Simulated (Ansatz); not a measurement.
Z-matrix (Å, degrees):
```
C
O 1 1.409
H 1 1.094 2 111.5
H 1 1.094 2 111.6 3 -121.3
H 1 1.091 2 107.6 3 119.3
B 2 1.366 1 120.5 3 61.6
O 6 1.378 2 119.4 1 0.3
N 6 1.409 2 118.0 1 -179.6
Si 7 1.634 6 137.0 2 -177.3
H 8 1.003 6 121.3 2 -0.5
H 8 1.002 6 123.8 2 -178.7
H 9 1.484 7 108.9 6 -129.7
H 9 1.491 7 111.1 6 -9.7
H 9 1.485 7 109.6 6 110.5
```

Charge 0, multiplicity 1.

Problem. List the PBE/def2-TZVPP orbital energies in eV (Ansatz). (An estimate is asked.)

Solution. Ansatz gave: Occupied: -1780.09, -510.23, -510.11, -379.95, -269.87, -177.80, -137.76, -94.53, -94.48, -94.47, -25.69, -24.72, -21.20, -16.87, -14.37, -12.85, -12.36, -11.66, -11.01, -10.92, -10.09, -9.59, -9.09, -8.06, -7.63, -7.35, -6.94, -5.96. Lowest empty: -0.62, 0.50, 0.79, 0.87, 1.01, 1.21, 1.29, 2.09.
